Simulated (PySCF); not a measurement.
Ga(F)2(NHMe) (CH4F2GaN), SMILES C[NH][Ga]([F])[F].

Coordinates come from a PBE-D3(BJ)/def2-SVP optimisation. The structure was generated by enumeration; whether it is a known compound was not checked. Other conformers were not sampled.

Two levels are set side by side: PBE/def2-TZVP (PySCF) and CAM-B3LYP/def2-TZVP (PySCF). Same geometry, gas phase. Differences are taken from unrounded values.

```tsv
quantity	CAM-B3LYP
orbital gap (eV)	8.59
highest occupied level (eV)	-8.89
lowest empty level (eV)	-0.31
dipole moment (D)	3.38
mean polarisability (bohr³)	43.5
```

What does PBE give, and how far is it from CAM-B3LYP? (An estimate is asked for; the answer gives what the named calculation found.)


```json
[
 {"quantity": "orbital gap (eV)", "PBE": "3.87", "PBE minus CAM-B3LYP": "-4.72"},
 {"quantity": "highest occupied level (eV)", "PBE": "-6.08", "PBE minus CAM-B3LYP": "2.81"},
 {"quantity": "lowest empty level (eV)", "PBE": "-2.22", "PBE minus CAM-B3LYP": "-1.91"},
 {"quantity": "dipole moment (D)", "PBE": "3.32", "PBE minus CAM-B3LYP": "-0.05"},
 {"quantity": "mean polarisability (bohr³)", "PBE": "47.2", "PBE minus CAM-B3LYP": "3.6"}
]
```

Without exact exchange PBE keeps part of each electron's self-repulsion, which lifts occupied levels and narrows the gap. PBE's more diffuse valence density responds more strongly to a field. Differences between two approximate levels are no errors against the true value.

Rough cost on one machine, each run with all the roots and properties that it gave: CAM-B3LYP against PBE within a factor of 2.
